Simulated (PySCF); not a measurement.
**Fractional electron number in Ti²⁺ (titanium, charge +2)**

The 3d alpha orbital of [Ar] 3d2 is emptied in steps (occupation f), with all orbitals relaxed, ending at [Ar] 3d1. All numbers are calculated (PySCF 2.14, the spin-free X2C one-electron Hamiltonian (Gaussian nucleus), in aug-cc-pVTZ-DK). The exact energy is a straight line in f; departures are measured from the line between the end points of the same method.

| f | BHandHLYP (eV) | wB97X (eV) | CAM-B3LYP (eV) |
| --- | --- | --- | --- |
| 1 | 0.000 | 0.000 | 0.000 |
| 0.8 | -0.487 | -0.402 | -0.587 |
| 0.6 | -0.734 | -0.610 | -0.887 |
| 0.4 | -0.737 | -0.616 | -0.894 |
| 0.2 | -0.493 | -0.414 | -0.600 |
| 0 | 0.000 | 0.000 | 0.000 |

Problem. For CAM-B3LYP, how does the orbital energy at f = 1 compare with the removal energy?

Solution. −ε = 24.304 eV against a total-energy difference of 27.938 eV. By Janak's theorem ε = ∂E/∂f, so the gap between them reflects the curvature. Along the path −ε is 25.713 (f = 0.8), 27.164 (f = 0.6), 28.651 (f = 0.4), 30.168 (f = 0.2) eV.

```
   method  E(f=0) − E(f=1) (eV)  −ε at f=1 (eV)  −ε at f=0.4 (eV)
BHandHLYP                27.702          24.671            28.302
    wB97X                27.480          24.995            27.967
CAM-B3LYP                27.938          24.304            28.651
```

Reference removal energy between the ground levels: 27.492 eV (measured; NIST Atomic Spectra Database, ionization energies). The calculation has no spin-orbit coupling.
